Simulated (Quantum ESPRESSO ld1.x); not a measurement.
Values are calculated unless marked as measured or tabulated.
Question: The mean radii <r> (bohr) of the occupied orbitals of an atom or ion are listed with their occupations. Code: ld1.x of Quantum ESPRESSO 7.5. Model: scalar-relativistic Kohn-Sham, LDA (Slater exchange, Perdew-Zunger correlation), spin-polarised, spherical densities, point nucleus.

| orbital | occ. | <r> |
|---|---|---|
| 1s down | 1 | 0.02113 |
| 1s up | 1 | 0.02113 |
| 2s up | 1 | 0.08984 |
| 2s down | 1 | 0.08983 |
| 2p up | 3 | 0.07949 |
| 2p down | 3 | 0.07949 |
| 3s up | 1 | 0.2349 |
| 3s down | 1 | 0.2347 |
| 3p up | 3 | 0.2337 |
| 3p down | 3 | 0.2335 |
| 3d up | 5 | 0.2124 |
| 3d down | 5 | 0.2121 |
| 4s up | 1 | 0.5278 |
| 4s down | 1 | 0.5281 |
| 4p up | 3 | 0.5581 |
| 4p down | 3 | 0.5587 |
| 4d up | 5 | 0.6008 |
| 4d down | 5 | 0.6026 |
| 5s up | 1 | 1.217 |
| 5s down | 1 | 1.233 |
| 5p up | 3 | 1.384 |
| 5p down | 3 | 1.406 |
| 4f up | 7 | 0.7241 |
| 6s up | 1 | 2.775 |
| 6s down | 1 | 2.807 |

Name the element and its charge. Open shells, if any, are filled with parallel spins first.

Answer: Z = 66, dysprosium, charge +3: Dy3+ in [Xe] 4f7 6s2. The 1s radius gives Z: for a bare nucleus <r> = (2 gamma + 1)/(2Z) with gamma = sqrt(1 - (Z/c)^2), 0.02085 bohr for Z = 66, and screening makes it slightly larger (0.02113 here). The occupations add up to 63, and the charge is Z minus that.
